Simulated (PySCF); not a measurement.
SMILES O=C([CH2])OC(C)COC (C6H11O3), doublet (GFN2-xTB optimised geometry):

```
20

C     -3.531     1.135     1.801
C     -2.111     1.257     1.796
O     -1.488     2.218     2.215
O     -1.518     0.168     1.255
C     -0.093     0.151     1.244
C      0.432     0.864     0.000
C      0.339    -1.312     1.298
O      0.143    -1.794     2.604
C      0.461    -3.155     2.742
H     -3.998     0.258     1.395
H     -4.125     1.929     2.213
H      0.263     0.665     2.146
H      0.071     0.366    -0.897
H      0.082     1.893     0.000
H      1.518     0.864     0.000
H     -0.258    -1.893     0.579
H      1.401    -1.393     1.017
H      0.277    -3.413     3.782
H      1.515    -3.343     2.498
H     -0.166    -3.779     2.093
```

Calculation: unrestricted CAM-B3LYP/def2-SVP run with PySCF 2.14.0.

### Question
What are the frontier orbital energies (α orbitals alone; a β orbital can be the lowest empty one) and the dipole moment?

### Answer
HOMO-2 -9.39 eV, HOMO-1 -8.81 eV, HOMO -8.72 eV, LUMO 2.70 eV, LUMO+1 2.75 eV; dipole moment 2.72 D.

On the same geometry unrestricted PBE/def2-SVP (PySCF 2.14.0) gives HOMO-2 -6.13 eV, HOMO-1 -5.93 eV, HOMO -5.72 eV, LUMO 0.36 eV, LUMO+1 0.99 eV; dipole moment 2.59 D.

Meta-Löwdin charges at CAM-B3LYP/def2-SVP: C1 -0.18, C2 0.48, O3 -0.45, O4 -0.37, C5 0.15, C6 -0.30, C7 0.04, O8 -0.40, C9 -0.07, H10 0.13, H11 0.13, H12 0.11, H13 0.09, H14 0.11, H15 0.10, H16 0.08, H17 0.07, H18 0.11, H19 0.08, H20 0.08.
